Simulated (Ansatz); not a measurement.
The same path of C2H10AlNS (15 atoms, charge 0, multiplicity 1) was run twice with different band settings. Lost on the way: H5–N6. Made: S2–H5.

Level of theory: UHF/6-31G* (Ansatz 0.2.0).

Relaxed end points:

```xyz
15
Properties=species:S:1:pos:R:3
Al 0.645 -1.270 -0.874
S 2.660 -0.480 -1.517
H -0.295 -1.602 -2.118
H 0.652 -2.185 0.433
H -0.231 1.092 -0.889
N -0.328 0.418 -0.148
C -1.764 0.158 0.053
C 0.303 0.980 1.058
H 3.330 -0.701 -0.389
H -1.880 -0.612 0.804
H -2.280 1.054 0.384
H -2.200 -0.188 -0.873
H 1.333 1.222 0.842
H -0.217 1.874 1.386
H 0.272 0.240 1.847
```

```xyz
15
Properties=species:S:1:pos:R:3
Al 0.404 -1.484 -0.383
S 2.116 -0.086 -2.204
H -0.363 -2.191 -1.579
H 1.664 -2.115 0.346
H 1.292 0.825 -2.702
N -0.463 -0.169 0.475
C -1.718 0.392 0.032
C 0.032 0.477 1.669
H 2.727 0.755 -1.380
H -2.489 0.308 0.798
H -1.627 1.452 -0.216
H -2.078 -0.123 -0.852
H 0.962 0.023 1.994
H 0.219 1.541 1.510
H -0.678 0.397 2.493
```

Common settings: movable images 7; climbing image yes; spring 5.0 eV/Å²; optimiser quadratic models (default); start path through a guess of the saddle point; iteration limit 60; end points relaxed.

| run | force threshold |
| --- | --- |
| 1 | 0.05 eV/Å |
| 2 | 0.2 eV/Å |

(1) What does each run give, and how far can it be trusted?

## Answers

(1) Run 1: converged after 29 iterations, highest image 2.202 eV above the first end. Neighbouring images differ by up to 2.0 eV, so the band resolves the path poorly. A vibrational analysis at the climbing image gives one clearly imaginary mode, 1301i cm⁻¹: a first-order saddle point.
Run 2: converged after 20 iterations, highest image 2.213 eV above the first end. The threshold of 0.2 eV/Å is loose, so the images may lie well off the minimum-energy path. Neighbouring images differ by up to 2.0 eV, so the band resolves the path poorly. The order of the stationary point at the top wasn't checked.
The orbitals stay closed-shell, which can raise the energy where a bond breaks towards radicals; this wasn't checked here.
